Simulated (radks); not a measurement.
Calculated with a radial shooting solver on a logarithmic mesh with Libxc functionals: Dirac Kohn-Sham, BLYP, spin-unpolarised, spherical densities, finite nucleus; open shells are shared between the two j in proportion to 2j + 1; Fermi nuclear charge, rms radius of each element as measured or else 0.836 A^(1/3) + 0.57 fm. Each species is in its NIST ground configuration. Rank Rh3+, Ru3+, Ag3+, Tc3+, Cd3+, Nb3+, Zr3+, Mo3+, Pd3+ by mean radius of the outermost orbital (bohr), largest first.

Answer. Zr3+ 1.86, Nb3+ 1.73, Mo3+ 1.62, Tc3+ 1.53, Ru3+ 1.45, Rh3+ 1.38, Pd3+ 1.32, Ag3+ 1.26, Cd3+ 1.21.
